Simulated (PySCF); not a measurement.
Atom-mapped SMILES (the numbers label the heavy atoms): `[OH:1][B:2]([OH:3])[C@@H:4]1[CH2:5][C@@H:6]2[CH2:7][C@H:8]12`; H(Xn) means a hydrogen on atom n. Ha(C5) is cis to B2 on the ring; Ha(C7) is cis to C4 on the ring; Hb(C5) is trans to B2 on the ring; Hb(C7) is trans to C4 on the ring.

[PySCF: PBE0-D3(BJ)/def2-SVP geometry; σ from GIAO-B3LYP/pcSseg-1; a single conformation; non-relativistic Hamiltonian; in vacuum; averaged over atoms made equivalent by symmetry, fast rotation or ring inversion]

Referencing at the same level of theory: TMS for 13C (σref 179.24) and 1H (σref 31.38); 17O (σref 334.04) vs H2O; 11B (σref 97.83) against BF3·OEt2.

```tsv
atoms	nucleus	count	δ (ppm)
C7	13C	1	13.5
Hb(C7)	1H	1	?
Ha(C5)	1H	1	1.73
C4	13C	1	?
Hb(C5)	1H	1	?
C5	13C	1	26.5
C8	13C	1	15.3
Ha(C7)	1H	1	?
H(C8)	1H	1	1.33
O1/O3	17O	2	125.9
C6	13C	1	13.9
H(O1)/H(O3)	1H	2	3.46
H(C4)	1H	1	?
B2	11B	1	30.5
H(C6)	1H	1	1.42
```

Problem. Fill in the missing shifts.

Solution. 
- C4: 22.8 ppm, sp3 CH bonded to B
- Hb(C5): 2.01 ppm, hydrogen on an sp3 CH2 in a ring
- H(C4): 1.45 ppm, hydrogen on an sp3 CH bonded to B
- Ha(C7): 0.88 ppm, hydrogen on a three-membered-ring carbon; cyclopropane-type protons are shielded by the ring
- Hb(C7): 0.29 ppm, hydrogen on a three-membered-ring carbon; cyclopropane-type protons are shielded by the ring

OH/NH shifts are gas-phase values; hydrogen bonding in solution moves them, usually downfield. A carbon bonded to boron is broadened by the quadrupolar boron nucleus and is often missing from a measured spectrum. Shifts are as computed. Against solution values, carbons near 30 ppm lie about +2 ppm off and those near 130 ppm about +6 ppm. Of 1313 compounds with measured shifts, 239 miss one by over three times the rms of a fit or turn the order of signals round; such compounds aren't used in these exercises. Experimental scales use liquid or dissolved standards, which lie at an offset from isolated H2O (liquid H2O: subtract about 36 ppm).
